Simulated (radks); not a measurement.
Results of a calculation; reference values are marked as such.
Question: The mean radii <r> (bohr) of the occupied orbitals of an atom or ion are listed with their occupations. Level of theory: scalar-relativistic Kohn-Sham, PBE, spin-polarised, spherical densities, point nucleus (a radial shooting solver on a logarithmic mesh with Libxc functionals).

orbital  occ.      <r>
1s up       1  0.03263
1s down     1  0.03263
2s up       1   0.1419
2s down     1   0.1419
2p up       3   0.1237
2p down     3   0.1237
3s up       1   0.3907
3s down     1   0.3906
3p up       3   0.3905
3p down     3   0.3905
3d up       5   0.3704
3d down     5   0.3703
4s up       1   0.9811
4s down     1   0.9793
4p up       3    1.083
4p down     3    1.081
4d up       5    1.589
4d down     3    1.598
5s up       1    3.239

Name the element and its charge. Open shells, if any, are filled with parallel spins first.

Answer: Z = 45, rhodium, charge 0: Rh in [Kr] 4d8 5s1. The 1s radius gives Z: for a bare nucleus <r> = (2 gamma + 1)/(2Z) with gamma = sqrt(1 - (Z/c)^2), 0.0321 bohr for Z = 45, and screening makes it slightly larger (0.03263 here). The occupations add up to 45, and the charge is Z minus that.
